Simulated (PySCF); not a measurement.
A structure optimised at TPSSh-D3(BJ)/def2-SVP, used in a PySCF frequency run:

```xyz
11

Ga    -0.2609    -0.0015     0.0000
O     -2.0602    -0.1223     0.0000
H     -2.5311     0.7248     0.0000
Si     0.7600    -2.1873     0.0000
H      1.6313    -2.3474    -1.2021
H      1.6313    -2.3474     1.2021
H     -0.2524    -3.2796     0.0000
Si     0.7497     2.2033     0.0000
H      1.6132     2.3796     1.2048
H      1.6132     2.3796    -1.2048
H     -0.2715     3.2924     0.0000
```
Charge 0, spin multiplicity 1.

Write its SMILES, formula and point group.

[OH][Ga]([SiH3])[SiH3], GaH7OSi2, Cs

What are its rotational constants (standard atomic weights)?

3.9637, 1.5714, 1.1553 GHz
